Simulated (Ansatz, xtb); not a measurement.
Relative energy of two isomers of C5H7NO2

Structure I: `COn1ccc(O)c1`, a singlet. Structure II: `COc1cccn1O`, a singlet. Both are isolated molecules in the gas phase, relaxed with PBE0-D3(BJ)/def2-SVP; the shapes shown needn't be the lowest conformers.

I (Å):

```json
{"atom": "C", "x (Å)": "-1.1197", "y (Å)": "-1.3710", "z (Å)": "-0.7577"}
{"atom": "C", "x (Å)": "-0.4729", "y (Å)": "1.6496", "z (Å)": "-1.5231"}
{"atom": "C", "x (Å)": "-1.2544", "y (Å)": "2.7150", "z (Å)": "-1.9401"}
{"atom": "C", "x (Å)": "-2.5144", "y (Å)": "2.5874", "z (Å)": "-1.2956"}
{"atom": "C", "x (Å)": "-2.4786", "y (Å)": "1.4544", "z (Å)": "-0.5030"}
{"atom": "N", "x (Å)": "-1.2274", "y (Å)": "0.9151", "z (Å)": "-0.6699"}
{"atom": "O", "x (Å)": "-0.7923", "y (Å)": "-0.1980", "z (Å)": "-0.0349"}
{"atom": "O", "x (Å)": "-3.5882", "y (Å)": "3.4043", "z (Å)": "-1.3981"}
{"atom": "H", "x (Å)": "-2.2109", "y (Å)": "-1.4768", "z (Å)": "-0.8749"}
{"atom": "H", "x (Å)": "-0.6433", "y (Å)": "-1.3727", "z (Å)": "-1.7523"}
{"atom": "H", "x (Å)": "-0.7311", "y (Å)": "-2.2063", "z (Å)": "-0.1609"}
{"atom": "H", "x (Å)": "0.5508", "y (Å)": "1.3663", "z (Å)": "-1.7537"}
{"atom": "H", "x (Å)": "-0.9456", "y (Å)": "3.5029", "z (Å)": "-2.6254"}
{"atom": "H", "x (Å)": "-3.3601", "y (Å)": "4.1350", "z (Å)": "-1.9798"}
{"atom": "H", "x (Å)": "-3.2130", "y (Å)": "1.0135", "z (Å)": "0.1636"}
```

II (Å):

```tsv
atom	x (Å)	y (Å)	z (Å)
C	1.1818	0.5597	0.4298
C	-1.1176	0.5007	0.1714
C	-1.2443	-0.3242	-0.9301
C	-2.6434	-0.4373	-1.1931
C	-3.3214	0.3035	-0.2545
N	-2.3728	0.8554	0.5719
O	-0.0836	0.9531	0.8897
O	-2.6326	1.7480	1.5565
H	1.3603	0.9123	-0.6010
H	1.2931	-0.5390	0.4507
H	1.9225	1.0120	1.1008
H	-0.4341	-0.7971	-1.4785
H	-3.1009	-1.0114	-1.9959
H	-4.3759	0.5092	-0.0950
H	-2.4971	1.2694	2.3870
```

Problem. Estimate which is lower in electronic energy at CCSD(T)/def2-SVP + ΔMP2/def2-TZVPP, and by roughly how much.

Solution. CCSD(T)/def2-SVP + ΔMP2/def2-TZVPP gives E(II) − E(I) = −0.06 kcal/mol, slightly favouring structure II, which is too small a margin to settle the true order.

The same difference at several levels:

| level | geometry | E(II) − E(I) (kcal/mol) | departure from the last row (kcal/mol) | job, with rough time for the two |
| --- | --- | --- | --- | --- |
| PBE0-D3(BJ)/def2-SVP | PBE0-D3(BJ)/def2-SVP | −0.65 | −0.59 | optimisation, 2.8 min |
| HF/def2-SVP | PBE0-D3(BJ)/def2-SVP | −2.16 | −2.10 | part of the CCSD(T) run |
| MP2/def2-SVP | PBE0-D3(BJ)/def2-SVP | −0.36 | −0.30 | part of the CCSD(T) run |
| CCSD(T)/def2-SVP | PBE0-D3(BJ)/def2-SVP | −0.59 | −0.53 | single point |
| CCSD(T)/def2-SVP + ΔMP2/def2-TZVPP | PBE0-D3(BJ)/def2-SVP | −0.06 |  | single point, 2.4 min |

As drawn, both hold the same kinds of bond in the same numbers.

The largest departure from CCSD(T)/def2-SVP + ΔMP2/def2-TZVPP is that of HF/def2-SVP, 2.10 kcal/mol. No reliable frequencies are at hand for II, so it isn't confirmed as a minimum. Levels run at GFN2-xTB geometries aren't shown. The last row adds to CCSD(T) the change of the MP2 difference between the two basis sets, here +0.53 kcal/mol.

The correlated steps freeze 8 core orbitals. Codes used: Ansatz 0.2.0, xtb 6.7.1; the last row on 2 threads of Intel(R) Xeon(R) Platinum 8375C CPU @ 2.90GHz (Ice Lake) on a shared host.
